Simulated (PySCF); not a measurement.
**A small calculation by hand: chemical shift, span and skew from a shielding tensor**

Be(Et) (C₂H₅Be), SMILES [Be+][CH2]C, charge +1. Atoms are numbered in the order given.

```xyz
8

Be    -0.6327     1.6935     0.0000
C      0.4377     0.3834     0.0000
C     -0.2019    -1.0115     0.0000
H      1.0633     0.5596    -0.8838
H      1.0633     0.5596     0.8838
H     -0.8090    -1.1892     0.8857
H     -0.8090    -1.1892    -0.8857
H      0.6074    -1.7465     0.0000
```
Charge +1, spin multiplicity 1.

The structure is a stationary point at B3LYP-D3(BJ)/def2-TZVP. The spin state was assumed, not searched. The isomer is the one that the SMILES or the coordinates give; other isomers of the formula were not compared.

GIAO shieldings from PBE/pcSseg-2 (PySCF), non-relativistic, no solvent. The symmetric part of the tensor of C3 has the principal values 150.1, 154.4, 180.7 ppm. The same nucleus in TMS has σ = 181.4 ppm at this level (PySCF, at its B3LYP-D3(BJ)/def2-TZVP geometry).

Problem. Work out the isotropic shielding, the ¹³C shift against TMS, the span and the skew.

Solution. 
σ(iso) = (σ11 + σ22 + σ33)/3 = 161.7 ppm. δ = σ(ref) − σ(iso) = 181.4 − (161.7) = 19.7 ppm.
Span Ω = σ33 − σ11 = 30.6 ppm. Skew κ = 3(σ(iso) − σ22)/Ω = 0.72. Tumbling in solution averages the tensor to δ; in a static solid the shielding alone would spread this spin-1/2 line over Ω.
